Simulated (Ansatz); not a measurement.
The first iterations of a band of CH2AlFSi (6 atoms, charge 0, multiplicity 1).

The calculation used RKS PBE-D4/STO-3G (Ansatz 0.2.0).

```yaml
movable_images: 7
climbing_image: yes
spring: 5.0 eV/Å²
optimiser: quadratic models (default)
start_path: IDPP
force_threshold: 0.03 eV/Å
iteration_limit: 60
end_points: relaxed
```

Initial state:

```xyz
6
Properties=species:S:1:pos:R:3
F 0.200 -1.950 0.971
C 0.733 -0.749 0.635
Si 1.759 0.560 0.447
Al -0.454 0.539 -0.427
H -0.530 1.905 -1.091
H -1.708 -0.306 -0.534
```

Final state:

```xyz
6
Properties=species:S:1:pos:R:3
F 0.210 -1.961 0.947
C 0.736 -0.751 0.629
Si 1.753 0.568 0.464
Al -0.456 0.541 -0.423
H -1.702 -0.313 -0.551
H -0.540 1.916 -1.065
```

| iteration | highest image above the first end (eV) | largest band force component (eV/Å) |
| --- | --- | --- |
| 1 | 0.389 | 1.286 |
| 2 | 0.221 | 0.692 |

Task: Does the band converge within its limit, and where does its top end?

Result: It converged. It ended after 8 iterations with the highest image 0.186 eV above the first end. A vibrational analysis at the climbing image gives one clearly imaginary mode, 191i cm⁻¹: a first-order saddle point. Limits of this set-up: minimal basis.

The run took 2.3 min on 1 thread of Intel(R) Xeon(R) Processor @ 2.50GHz (Skylake/Cascade Lake), with other jobs on the host, peak memory 0.098 GiB.
